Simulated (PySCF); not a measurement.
**Spinor energies of Ge⁵⁺ (germanium, charge +5)**

Start: [Ar] 3d9; 3d3/2 filled at m_j = -3/2, -1/2, +1/2, +3/2; 3d5/2 filled at m_j = -3/2, -1/2, +1/2, +3/2, +5/2. Calculated with PySCF 2.14 in an uncontracted even-tempered set (18 s from 0.2 bohr⁻², ratio 2.8; 13 p from 0.26 bohr⁻², ratio 2.8; 9 d from 0.26 bohr⁻², ratio 2.8; 4 f from 2.5 bohr⁻², ratio 3): generalised Hartree-Fock with the X2C-1e Hamiltonian and a Gaussian nucleus; spin-orbit coupling (SO) screened by Boettger's factors.

```
spinor shell  electrons  ε, screened SO (eV)  weight of nominal j (screened SO)  rms radius, screened SO (bohr)
       1s1/2          2             -11259.3                              1.000                          0.0542
       2s1/2          2              -1533.4                              1.000                           0.227
       2p1/2          2              -1367.9                              1.000                           0.201
       2p3/2          4              -1334.7                              1.000                           0.204
       3s1/2          2              -277.35                              1.000                           0.662
       3p1/2          2              -221.83                              0.962                           0.682
       3p3/2          4              -215.07                              0.981                           0.692
       3d3/2          4              -120.84                              0.859                           0.751
       3d5/2          5              -119.19                              0.888                           0.757
```

```csv
quantity,screened SO
E (hartree),-2090.14028
M_J,5/2
⟨J²⟩,8.752
⟨L²⟩,6.004
⟨S²⟩,0.752
```

Each row is a mean over spinors that exchange with the open shell spreads, by up to 9.164 eV (3p3/2).

Rows whose weight is well below 1 are mixtures of j = l ± 1/2: exchange outweighs spin-orbit coupling there, and the label is only the starting occupation.
